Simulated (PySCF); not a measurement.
## Broadened absorption spectrum of C5H4ClN3

C5H4ClN3.
Bonds: C1–C2 (double), C2–C3, C3–C4 (aromatic), C4–N5 (aromatic), N5–N6 (aromatic), N6–C7 (aromatic), C7–Cl8, C7–N9 (aromatic), C3–N9 (aromatic). Hydrogens: H10, H11 on C1; H12 on C2; H13 on C4.

Theory: PySCF, TDDFT wB97X-D/def2-SVPD, vertical, gas phase, core orbitals frozen in the response. The structure is a single GFN2-xTB conformer in the gas phase; no vibrational or solvent corrections. Torsions of this conformer, `[CH2:1]=[CH:2][c:3]1[cH:4][n:5][n:6][c:7]([Cl:8])[n:9]1`: C1–C2–C3–C4 180°.

Computed states:

```csv
state,E (eV),f
S1,3.06,0.0034
S2,4.05,0.0000
S3,4.78,0.250
S4,5.33,0.0000
S5,5.58,0.133
S6,5.88,0.0000
S7,6.11,0.160
S8,6.42,0.0001
```

Each state is given a Gaussian of 0.4 eV full width at half maximum, with ε(max) = 2.175×10⁸ f / Δν̃ (Δν̃ the width in cm⁻¹). The width is an assumption, not a result. The curve ends short of the highest state used, and states not computed would add to its high-energy end.

(1) What does the envelope look like, and where are its maxima?

(2) Does any computed singlet lie in the visible range?

(3) Coming from long wavelengths, where does ε first pass 100 L mol⁻¹ cm⁻¹?

(4) On this curve, what absorbance would a 10⁻⁵ mol/L sample give at 222 nm over a 1 cm path?

Results:

(1) 
E (eV), ε (L mol⁻¹ cm⁻¹) and a bar:
```
     2.46          0 
     2.57          4 
     2.69         22 
     2.80         72 
     2.92        164 
     3.04        225 
     3.15        194 
     3.27        103 
     3.38         37 
     3.50          7 
     3.61          1 
     3.73          0 
     3.85          1 
     3.96          1 
     4.08          5 
     4.19         44 
     4.31        386 #
     4.43       2094 ####
     4.54       6373 ###########
     4.66      13300 ########################
     4.77      16840 ##############################
     4.89      13506 ########################
     5.01       6609 ############
     5.12       2438 ####
     5.24       1684 ###
     5.35       3769 #######
     5.47       7401 #############
     5.58       9039 ################
     5.70       7424 #############
     5.82       5648 ##########
```

Maxima: 406 nm (3.06 eV), ε about 230, made up of S1 (100%); 260 nm (4.78 eV), ε about 17000, made up of S3 (100%); 222 nm (5.58 eV), ε about 9000, made up of S5 (99%) (ε in L mol⁻¹ cm⁻¹; maxima over ε = 5, shares over 10%).

(2) S1 lies in the visible range (380 to 750 nm), at 406 nm, f = 0.0034; light of that wavelength is violet, and its complementary colour is yellow-green; a Tamm–Dancoff triplet lies at 510 nm, without intensity as long as spin–orbit coupling is left out.

(3) At about 437 nm (2.84 eV), 0.22 eV below S1.

(4) 222 nm is 5.585 eV, where ε is about 9000 L mol⁻¹ cm⁻¹, so A = ε c l ≈ 0.09 (Beer–Lambert, with the gas-phase spectrum and the assumed width).
